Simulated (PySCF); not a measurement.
How methods differ on the excitation energy of Pt⁺

Pt⁺ [Xe] 4f14 5d9 (2D) → Pt⁺ [Xe] 4f14 5d8 6p1 (high-spin determinant), as a difference of total energies. All numbers are calculated (PySCF 2.14, the spin-free X2C one-electron Hamiltonian (Gaussian nucleus), in ANO-RCC-VTZP (8s7p5d3f1g, 84 functions)). Correlated levels: valence: [Xe] 4f14 frozen; valence and next inner shell: [Kr] 4d10 4f14 frozen. The calculations carry no spin-orbit coupling.

```json
{"method": "UHF", "excitation energy (cm⁻¹)": "53616"}
{"method": "LDA", "excitation energy (cm⁻¹)": "62863"}
{"method": "PBE", "excitation energy (cm⁻¹)": "60628"}
{"method": "PBE0", "excitation energy (cm⁻¹)": "60281"}
{"method": "MP2 (valence)", "excitation energy (cm⁻¹)": "61896"}
{"method": "SCS-MP2 (valence)", "excitation energy (cm⁻¹)": "62456"}
{"method": "MP2 (valence and next inner shell)", "excitation energy (cm⁻¹)": "62328"}
{"method": "SCS-MP2 (valence and next inner shell)", "excitation energy (cm⁻¹)": "62119"}
```

A first-order spin-orbit estimate (lowest level to lowest level, LS coupling) adds -0.011 eV.

The basis was made for the ground configuration and has no added diffuse functions, so the excitation energy can come out too high.

The determinant of the upper state mixes LS terms, which raises its energy above the lowest term, most at the Hartree-Fock and MP2 levels.
